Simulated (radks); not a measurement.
Results of a calculation; reference values are marked as such.
Neutral technetium inside a hard spherical wall (all orbitals vanish at R), configuration held at [Kr] 4d5 5s2 and not refilled when levels cross. Level of theory: scalar-relativistic Kohn-Sham, r2SCAN, spin-polarised, spherical densities, finite nucleus; open shells are filled with parallel spins first (spin-orbit coupling, left out, can overturn this in heavy ions); meta-GGA in the generalised Kohn-Sham scheme; Fermi nuclear charge, rms radius 4.4112 fm (a radial shooting solver on a logarithmic mesh with Libxc functionals). Eigenvalues in eV for spin up, with the zero of energy where the potential of the charges vanishes at infinity; a dash marks a level that is unbound or too diffuse for the functional's potential to be trusted. A positive occupied level is held by the wall or, in an anion where self-interaction has pushed it up, behind a barrier. The pressure on the wall is -dE/dV.

R (bohr)	E (hartree)	kinetic (hartree)	e(4s)	e(4p)	e(4d)	e(5s)	e(5p, empty)	e(6s, empty)	pressure (GPa)
free	-4286.32772	4426.041	-76.898	-48.302	-8.413	-5.804	-1.402	-	0
20	-4286.32772	4426.041	-76.898	-48.302	-8.413	-5.804	-1.402	-	< 0.0001
15	-4286.32772	4426.041	-76.897	-48.301	-8.413	-5.803	-1.400	0.672	< 0.0001
8	-4286.32190	4426.086	-76.605	-48.009	-8.134	-5.558	-0.915	5.041	0.232
7	-4286.31039	4426.156	-76.247	-47.653	-7.801	-5.235	-0.340	8.006	0.909
6	-4286.27536	4426.340	-75.487	-46.900	-7.108	-4.466	0.940	13.562	3.85
5	-4286.16241	4426.857	-73.823	-45.273	-5.613	-2.475	3.976	24.878	18.3
3.5	-4285.18247	4430.677	-66.201	-37.977	1.651	10.582	21.425	76.775	313
2.5	-4280.51453	4447.409	-48.556	-20.476	22.192	57.890	77.212	208.95	4040
2	-4270.32434	4480.883	-23.925	6.063	54.715	139.71	166.31	395.11	20600
